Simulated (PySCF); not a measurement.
Compound: CH₅AlClN.
Geometry (PBE0-D3(BJ)/def2-SVP, Å), atoms numbered from 1 in this order:
```xyz
9
CH5AlClN angstrom
C     -1.0296    0.1873    0.1689
N      0.3796   -0.1134    0.2723
Al     1.7103    1.0288    0.4846
Cl     3.6617    0.2354    0.5327
H     -1.6288   -0.3017    0.9582
H     -1.4589   -0.1136   -0.8045
H     -1.1967    1.2718    0.2687
H      0.5755   -1.1068    0.1909
H      1.4551    2.5743    0.6310
```

Computed, not measured: PBE0-D3(BJ)/def2-SVP geometry optimisation, gas phase (PySCF).

Question: Which atoms are bound to Al3, and at what distances?

Answer: 3 atoms: H9 1.573 Å, N2 1.767 Å, Cl4 2.107 Å. The nearest atom not counted as bound is H8, at 2.44 Å.

Question: List the angles at Al3.

Answer: 
```tsv
angle	degrees	distance of the outer atoms (Å)
N2–Al3–H9	121.6	2.92
Cl4–Al3–H9	121.2	3.22
N2–Al3–Cl4	117.2	3.31
```

Question: What is the shape at Al3?

Answer: Planar: angles 121.6°, 121.2° and 117.2°, sum 360.0°, 0.00 Å off the plane of its three neighbours.

Question: What are the other bond lengths?

Answer: C1–N2 1.445 Å; C1–H5, C1–H6, C1–H7 1.104 Å; N2–H8 1.016 Å.

Question: Give some angles away from the centre.

Answer: C1–N2–Al3 127.5°.

Question: What are the rotational constants (commonest isotopes, rigid rotor)?

Answer: A = 19420, B = 1789, C = 1656 MHz: a near-prolate asymmetric top.

Charge 0, singlet. PBE0-D3(BJ)/def2-SVP frequencies: not computed here.

One conformer stands for the species.
